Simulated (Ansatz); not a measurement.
Geometry optimisation, RKS PBE/6-31G* in Ansatz 0.2.0.

Input:

```yaml
crystal:
  periodic: [false, false, false]
  atoms:
    - { symbol: Si, position_ang: [0.0, 0.0, 0.0] }
    - { symbol: Si, position_ang: [1.3097, 0.0, 2.0349] }
    - { symbol: H, position_ang: [-0.0051, -0.4067, 2.5222] }
    - { symbol: H, position_ang: [2.3193, -0.9353, 2.5222] }
    - { symbol: H, position_ang: [1.6149, 1.342, 2.5222] }
    - { symbol: H, position_ang: [1.6588, 0.0, 0.0648] }
    - { symbol: H, position_ang: [-0.6877, 1.1914, -0.4862] }
    - { symbol: O, position_ang: [-0.7913, -1.3709, -0.5594] }
    - { symbol: Si, position_ang: [-1.673, -2.4329, 0.3983] }
    - { symbol: H, position_ang: [-1.2634, -2.287, 1.792] }
    - { symbol: H, position_ang: [-3.0964, -2.1323, 0.2761] }
    - { symbol: H, position_ang: [-1.4264, -3.8036, -0.0398] }
basis:
  gaussian: { orbitals: "6-31G*" }
hamiltonian:
  xc: pbe
relax:
  f_tol: 0.15
  max_steps: 25
  restrain:
    - { distance: [1, 5], at: 1.46, k: 30.0 }
    - { distance: [0, 1], at: 3.42, k: 30.0 }
    - { distance: [0, 5], at: 2.66, k: 30.0 }
```

Run as:

```bash
$ ansatz run input.yaml --threads 2 --pin off --max-ram 3072MiB --backend cpu --events-out ev --progress --plain --runs-dir out
```

Question: Where does it end, and by what steps?

Answer: The run converged. The restraints hold the end off the free minimum. After 15 steps the energy has fallen by 1.454 eV (the restraints' own energy left out); H4 moved furthest, 1.20 Å. Parted: Si1–Si2 (2.42 → 3.42 Å). Joined: Si2–H6 (2.00 → 1.48 Å).

```csv
step,energy less start (eV),largest force component (eV/Å),accepted
0,0.0000,2.949,yes
1,1.3643,5.049,yes
2,2.8485,4.867,yes
3,2.7561,5.919,yes
4,1.4990,4.778,yes
5,0.2248,2.801,yes
6,-0.4723,1.189,yes
7,-0.8707,1.172,yes
8,-1.1659,0.726,yes
9,-1.3240,0.484,yes
10,-1.4007,0.563,yes
11,-1.4265,0.560,yes
12,-1.4370,0.597,yes
13,-1.4460,0.551,yes
14,-1.4501,0.617,yes
15,-1.4541,0.586,yes
```

```xyz
12
Properties=species:S:1:pos:R:3
Si -0.862 0.333 0.114
Si 1.838 0.090 2.200
H 0.948 -0.914 2.875
H 3.275 -0.209 2.535
H 1.490 1.481 2.634
H 1.700 -0.016 0.732
H -0.110 0.785 -1.171
O -1.273 -1.201 -0.458
Si -2.084 -2.501 0.249
H -2.005 -2.434 1.754
H -3.526 -2.486 -0.185
H -1.434 -3.764 -0.231
```

Run time: 30 s on 2 threads of Arm Neoverse V2, with other jobs on the host, peak memory 0.13 GiB.
